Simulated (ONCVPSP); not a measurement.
# Cutoff test, tantalum (Ta), ONCV

```
Element                 : tantalum
Generator               : ONCVPSP 4.0.1
Type                    : optimised norm-conserving Vanderbilt (ONCV)
Functional              : revPBE
Relativity              : fully relativistic
Frozen core             : [Kr] 4d10 4f14
Valence charge          : 13
Reference configuration : 5s2 5p6 5d3 6s2
Partial waves           : 5s+6s: rc 2.10 bohr, ncon 3, nbas 7, qcut 7.6 1/bohr, 3 projectors, debl 0.6 Ha; 5p: rc 2.10 bohr, ncon 5, nbas 10, qcut 5.5 1/bohr, 1 projector; 5d: rc 1.75 bohr, ncon 3, nbas 6, qcut 4.9 1/bohr, local
Local potential         : the d channel
Core correction         : Teter function, fcfact 3.25, rcfact 1.1
```

Open shells are filled in proportion to 2j + 1.

Task: For each optimised wave give the share of its norm inside rc, the residual kinetic energy above qcut (Ha) and the cutoffs (Ha) for errors of 10, 1, 0.1 and 0.01 mHa per electron.

Result:

```
         wave  norm inside rc  residual KE  10 mHa  1 mHa  0.1 mHa  0.01 mHa
           5s           0.987      8.1e-09    11.3   16.0     19.6      22.5
           6s           0.126      6.1e-09     6.8   14.4     18.6      21.8
s projector 3           0.111      8.7e-09     8.1   14.9     19.0      22.2
     5p j=3/2           0.935      8.3e-06     7.9   10.1     11.8      14.8
     5p j=1/2           0.963      1.8e-05     9.3   11.8     13.8      17.5
     5d j=5/2           0.364      1.1e-03     9.0   12.1     33.4      48.0
     5d j=3/2           0.400      1.7e-03     9.5   13.0     37.5      59.3
```

The occupied waves need 16 Ha and 37 Ha for 1 and 0.1 mHa. The potential misses its own reference levels by up to 0.4 eV.
